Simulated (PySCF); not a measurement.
Cl₃In, SMILES [Cl][In+]([Cl])[Cl] (connectivity only; charge and spin as stated), charge +1, multiplicity 2.

Coordinates come from a B3LYP-D3(BJ)/def2-SVP optimisation. The def2 effective core potentials stand for the cores of In; spin–orbit coupling is left out.

Computed with IEF-PCM-M06-2X/def2-SVP run with PySCF.

The values are the electrostatic part of the solvation free energy, E(continuum) − E(gas) at the gas-phase geometry, in a cavity of scaled van der Waals radii (PySCF's table); cavitation and dispersion terms are not included. A continuum can't describe solvent molecules that bind to the metal.

| solvent | ε | ΔG(elec) (kcal/mol) |
|---|---|---|
| water | 78.36 | ___ |
| acetone | 20.49 | -64.0 |
| chlorobenzene | 5.70 | -54.4 |

Task: Fill in the missing entries. (The exact figures need the calculation; the answer reports its results.)

Result: 
- water, ΔG(elec) (kcal/mol): -66.8
